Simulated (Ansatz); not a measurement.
The cluster SnBr₂⁻ (the lowest doublet isomer of a short search) was relaxed with PBE-D4 (def2-TZVPD) in Ansatz in these states: charge -1 doublet, charge -1 quartet. The geometries follow in no particular order.

In the def2 sets Sn takes a core potential; there is no spin–orbit coupling.

A:

```
atom   x (Å)   y (Å)   z (Å)
 Sn1   0.931   0.688  -0.121
 Br2   0.623  -1.938  -0.634
 Br3  -1.554   1.250   0.755
```

B:

```xyz
3

Sn   -0.0008    0.0037    0.0018
Br    2.0828    1.1205   -1.3606
Br   -2.0820   -1.1242    1.3588
```

Judge from the bond lengths which geometry belongs to which state (an estimate).

A is the charge -1 doublet (Sn1–Br2 2.693 Å, Sn1–Br3 2.693 Å); B is the charge -1 quartet (Sn1–Br2 2.728 Å, Sn1–Br3 2.729 Å).

At PBE-D4/def2-TZVPD the highest occupied level of the charge -1 doublet lies above zero (up to 0.64 eV). By energy differences its removal costs 1.83 eV (vertical, to the charge 0 singlet, at PBE-D4/def2-TZVPD); a positive level beside a positive removal energy at the same level points to self-interaction error. At PBE-D4/def2-TZVPD the highest occupied level of the charge -1 quartet lies above zero (up to 0.53 eV). It is a level of α spin, whose loss leaves a triplet; that state wasn't run at this geometry and level. The electron is either unbound and held by the finite basis, or the level is raised by self-interaction error. At PBE0-D4/def2-TZVPD a doublet lies 2.54 eV below the charge -1 quartet. These are the stationary points nearest to one start from a short search; other shapes may lie lower in each state.
